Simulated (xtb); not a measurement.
C4H5FSi, SMILES C#C/C(F)=C/[SiH3]. All values are semi-empirical tight-binding results from xtb (GFN2-xTB unless named), good for trends rather than for accurate numbers. Coordinates come from a GFN2-xTB optimisation. The structure was generated by enumeration; whether it is a known compound was not checked.

```yaml
point_group_as_xtb_finds_it: Cs
orbital_gap: 3.70 eV
dipole_moment: 1.86 D
zero_point_energy: 41.3 kcal/mol
G − E(el) at 298.15 K (modified RRHO): 20.9 kcal/mol
static polarisability (D4 model): 74.2 bohr³
solvation energy, GFN2-xTB/ALPB(water): -1.3 kcal/mol
solvation energy, GFN2-xTB/ALPB(benzene): -4.1 kcal/mol
```
